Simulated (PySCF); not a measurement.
# [IrH2]+ at several levels of theory

All levels use the PBE0 minimum (triplet; Ir–H 1.577 Å (×2); H–Ir–H 44.1°), basis [Ir def2-TZVP with ECP60, H def2-TZVP], scalar-relativistic core potentials, density fitting, no spin–orbit coupling, PySCF. For vertical energies the ionised species is a quartet (spins chosen at PBE0 and kept) and the electron-attached one a doublet. Open shells are unrestricted, also as the reference of the correlated levels. Dipoles are about the centre of mass. A dash marks a value that was not computed or is not defined at that level.

```xyz
3
charge 1 multiplicity 3, angstrom
Ir    0.0057    0.0140    0.0000
H    -0.5466   -1.3390    0.5923
H    -0.5466   -1.3390   -0.5923
```

```tsv
level	vertical IP (eV)	vertical EA (eV)	−ε(HOMO) (eV)	dipole (D)
PBE0	17.59	8.38	14.48	0.06
HF	15.91	6.58	17.92	0.56
MP2	17.28	8.44	–	–
PBE	17.77	8.66	13.03	0.11
CCSD(T)	?	?	–	–
r2SCAN	17.54	8.41	13.18	0.01
B3LYP	?	?	?	?
TPSSh	17.62	8.38	13.67	0.12
BP86	17.92	8.80	13.19	0.13
BHandHLYP	17.43	8.09	15.89	0.23
```

Task: Fill in the row of CCSD(T).

Result: vertical IP (eV) 17.11, vertical EA (eV) 8.16.

Task: Fill in the row of B3LYP.

Result: vertical IP (eV) 17.80, vertical EA (eV) 8.58, −ε(HOMO) (eV) 14.30, dipole (D) 0.03.

For IrH₂⁺ itself CCSD(T) correlates 18 electrons; T1 = 0.022, D1 = 0.092, (T) = -27 kJ/mol.

Other spin states or occupations of the open shell can lie lower. No spin–orbit coupling is included, which matters more the heavier the element.
